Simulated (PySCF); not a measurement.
Geometry (Å), atoms numbered from 1 in this order:
```xyz
20

B    -0.117    0.338    0.182
C     1.383   -0.025    0.518
C     1.994   -0.873   -0.605
H     1.478   -0.563    1.476
H     1.968    0.905    0.625
H     3.044   -1.132   -0.397
H     1.444   -1.816   -0.750
H     1.974   -0.339   -1.568
C    -0.461    1.652   -0.618
C    -1.885    1.874   -1.107
H     0.258    1.722   -1.457
H    -0.152    2.480    0.053
H    -2.001    2.839   -1.625
H    -2.197    1.083   -1.807
H    -2.603    1.861   -0.271
S    -1.497   -0.717    0.623
C    -0.787   -2.099    1.560
H    -0.021   -2.627    0.977
H    -1.606   -2.796    1.781
H    -0.355   -1.752    2.509
```

Geometry: PBE0-D3(BJ)/def2-SVP; GIAO shifts from PySCF 2.14.0 with density-fitted response routines, gas phase, non-relativistic, averaged over equivalent atoms.

At PBE0/pcSseg-1 (191 basis functions, 2.3 min wall time (100 s CPU) on 1 thread of an Intel Xeon, shared host):
```csv
atoms,δ (ppm)
B1,76.2
C2/C9,19.5
C17,14.5
C3/C10,10.4
H18/H19/H20,2.11
H4/H5/H11/H12,1.18
H6/H7/H8/H13/H14/H15,0.96
S16,29.4
```

References, each an isolated molecule treated in the same way: 11B (100.73 ppm) against BF3·OEt2; TMS for 13C (184.41 ppm), 1H (31.27 ppm); CS2 for 33S (495.66 ppm).

Problem. Estimate the result of repeating the calculation with KT2/pcSseg-1.

Solution. 
| atoms | δ at KT2/pcSseg-1 | change |
| --- | --- | --- |
| B1 | 69.6 | -6.6 |
| C2/C9 | 20.7 | +1.2 |
| C17 | 14.7 | +0.2 |
| C3/C10 | 11.1 | +0.7 |
| H18/H19/H20 | 2.16 | +0.05 |
| H4/H5/H11/H12 | 1.27 | +0.09 |
| H6/H7/H8/H13/H14/H15 | 0.98 | +0.02 |
| S16 | 55.0 | +25.6 |

Scale: 11B (σref 99.90) against BF3·OEt2; 13C (σref 183.22) and 1H (σref 31.18) vs TMS; 33S (σref 518.69) against CS2 (reference shieldings calculated alike).

The largest change is at S16 (sulfur bonded to C, B). Cost: 191 basis functions, 120 s wall time on 1 thread of an Intel Xeon, shared host. The order of the carbon signals is the same at both levels.

A carbon bonded to boron is broadened by the quadrupolar boron nucleus and is often missing from a measured spectrum.
